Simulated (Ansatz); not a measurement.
Two structures of AlH6O3F, singlet, reached by relaxing down either side of one saddle point (PBE0-D4/def2-TZVP). Energies are electronic, without zero-point energy. Computed with Ansatz 0.2.0 (basis: def2-TZVPP and def2-QZVPP); correlated methods freeze the cores. Extrapolation: Hartree–Fock as exp(−7.88 √X), correlation as X^−2.97. First:

| atom | x (Å) | y (Å) | z (Å) |
| --- | --- | --- | --- |
| Al1 | -0.6711 | -0.0916 | -0.1677 |
| H2 | 0.2160 | -1.3927 | -0.5961 |
| O3 | -0.8714 | 1.1361 | -1.3442 |
| O4 | -1.9692 | -0.4344 | 0.8746 |
| H5 | 1.5815 | 0.4163 | 0.6901 |
| O6 | 0.7272 | 0.8967 | 0.7373 |
| H7 | 1.5493 | -1.3154 | -0.2144 |
| F8 | 2.3903 | -1.0276 | 0.1668 |
| H9 | -1.7035 | 1.3284 | -1.7698 |
| H10 | -2.0606 | -1.2512 | 1.3590 |
| H11 | 0.8116 | 1.7354 | 0.2642 |

Second:

```
11
angstrom
Al 0.0592 0.0365 0.2143
H -0.6823 -2.3228 -1.3957
O -0.1503 0.9640 -1.2136
O -1.3294 -0.6371 0.9283
H 1.5375 1.6084 1.4155
O 0.6089 1.6657 1.1600
H -0.0089 -2.3070 -1.7204
F 1.5148 -0.7440 0.4669
H -0.8057 0.7559 -1.8749
H -1.2737 -1.3530 1.5574
H 0.5301 2.3335 0.4622
```

**Question.** Which bonds change from the first to the second?

**Answer.** AlH₅O₃ ([OH][AlH]([OH])[OH2]) + HF → AlH₄O₃F ([OH][Al]([OH])([OH2])[F]) + H₂; bonds formed: Al1–F8, H2–H7; bonds broken: Al1–H2, H7–F8.

**Question.** Give the saddle point's structure and its height above each. (Judge from chemistry; the value comes from the calculation.)

**Answer.** The calculation gives: 0.563 eV above the first and 1.996 eV above the second (CCSD(T) at an estimated basis limit (MP2 extrapolated from triple and quadruple zeta, plus CCSD(T) − MP2 in triple zeta)).
```xyz
11
angstrom
Al -0.3946 -0.1177 -0.0509
H -0.1014 -1.5117 -1.0027
O -0.6882 1.1297 -1.2029
O -1.3816 -0.6038 1.2454
H 1.5716 0.9116 1.0386
O 0.6696 1.2228 0.8929
H 0.9230 -1.4719 -0.5204
F 1.6549 -1.0435 0.1213
H -1.1263 0.9782 -2.0367
H -1.8168 -1.4532 1.2511
H 0.6899 1.9595 0.2642
```

The search had been set up for a ligand exchange through a proton shuttle (forming Al1–O6, H5–F8, H2–H7, breaking Al1–H2, H5–O6, H7–F8); from that guess it ended on this step instead.

The T1 diagnostic stays at or below 0.012.

Labels in which every atom is bracketed show which atoms are joined, not bond orders.

For scale, one of the runs: CCSD(T)/def2-TZVPP, 250 basis functions, launched by `ansatz run in.yaml --threads 8 --pin off --events-out ev --progress --plain --max-ram 19148MiB`. The run took 85 s on 8 CPU threads of an Arm Neoverse V2 (shared host), with 5.7 GiB of host memory at its peak.
